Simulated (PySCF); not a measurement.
# A series of derivatives of CC=C1[SiH2]CC1F

Parent skeleton `[CH3:1][CH:2]=[C:3]1[SiH2:4][CH2:5][CH:6]1[F:7]`; one hydrogen on atom 5 is replaced by X. Hydrogens on one atom are averaged.

[PySCF 2.14: shieldings: GIAO PBE0/pcSseg-1; geometry from GFN2-xTB; no solvent; relativity neglected; fast rotation and ring inversion assumed for equivalent nuclei; a single conformation]

Scale: 13C and 29Si and 1H against TMS; 19F against CFCl3 (reference shieldings calculated alike).

Problem. Give δ (ppm) for X = OC2H5, C(S)CH3, CH2CN, vinyl, ethynyl, OCH3, NMe2, CH2OH, cPr.

Solution. 
| X | SMILES | C1 | C2 | C3 | Si4 | C5 | C6 | F7 | H(C1) | H(C2) |
| --- | --- | --- | --- | --- | --- | --- | --- | --- | --- | --- |
| OC2H5 | C/C=C1\[SiH2][C@@H](OCC)[C@@H]1F | 24.9 | 154.6 | 140.9 | -58.0 | 81.2 | 104.3 | -175.5 | 1.94 | 7.02 |
| C(S)CH3 | C/C=C1/[SiH2][C@@H](C(C)=S)[C@@H]1F | 21.6 | 161.8 | 138.1 | -28.2 | 64.0 | 97.9 | -174.0 | 2.13 | 6.61 |
| CH2CN | C/C=C1\[SiH2][C@@H](CC#N)[C@@H]1F | 24.4 | 154.2 | 142.1 | -57.1 | 34.0 | 98.9 | -170.8 | 1.97 | 7.03 |
| vinyl | C=C[C@@H]1[SiH2]/C(=C\C)[C@@H]1F | 24.2 | 152.2 | 146.7 | -57.1 | 41.3 | 93.7 | -186.4 | 1.95 | 7.06 |
| ethynyl | C#C[C@@H]1[SiH2]/C(=C/C)[C@H]1F | 21.2 | 159.3 | 142.2 | -49.0 | 24.1 | 101.4 | -167.6 | 2.06 | 6.49 |
| OCH3 | C/C=C1\[SiH2][C@@H](OC)[C@H]1F | 24.5 | 150.9 | 147.7 | -55.9 | 77.2 | 97.7 | -200.2 | 1.97 | 7.02 |
| NMe2 | C/C=C1/[SiH2][C@@H](N(C)C)[C@@H]1F | 20.9 | 156.9 | 138.4 | -63.1 | 68.3 | 100.5 | -174.4 | 2.08 | 6.48 |
| CH2OH | C/C=C1/[SiH2][C@@H](CO)[C@H]1F | 21.4 | 158.6 | 145.9 | -58.4 | 39.5 | 92.7 | -199.8 | 2.09 | 6.54 |
| cPr | C/C=C1\[SiH2][C@@H](C2CC2)[C@@H]1F | 24.4 | 151.0 | 143.3 | -70.7 | 43.3 | 100.9 | -172.2 | 1.89 | 6.91 |

Problem. Which position responds most, and to which substituents?

Solution. C5: from 24.1 ppm with ethynyl to 81.2 ppm with OC2H5.

Unscaled 19F shifts against computed CFCl3 carry errors that often reach 10 to 50 ppm.
